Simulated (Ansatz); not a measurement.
# Which isomer of C4H2Te gives these data?

These gas-phase data were calculated for one isomer of C4H2Te at PBE0-D3(BJ)/def2-SVP (harmonic, unscaled wavenumbers; equilibrium rotational constants with average atomic masses):

```
rotational constants            : 284.2, 0.7508, 0.7489 GHz
all wavenumbers above 1500 cm⁻¹ : 3245, 3150, 2186, 1834
```

Candidates:

(1) `C=C=C=C=[Te]`, a singlet
(2) `C#CC#C[TeH]`, a singlet
(3) `C#CC=C=[Te]`, a singlet

Problem. Which structure fits?

Solution. Candidate (1). No mode falls between 3300 and 3560 cm⁻¹, where the ≡C–H stretch of (2), (3) would stand.

The same quantities for all candidates:

```tsv
	rotational constants (GHz)	wavenumbers above 1500 cm⁻¹	E above the lowest, PBE0-D3(BJ)/def2-SVP (kcal/mol)
(1)	284.2, 0.7508, 0.7489	3245, 3150, 2186, 1834	0.0
(2)	176.2, 0.7512, 0.748	3489, 2308, 2154, 2129	14.9
(3)	20.02, 0.9223, 0.8817	3491, 3127, 2228, 1757	10.4
```

Atoms past krypton carry core potentials. Programs: Ansatz 0.2.0.
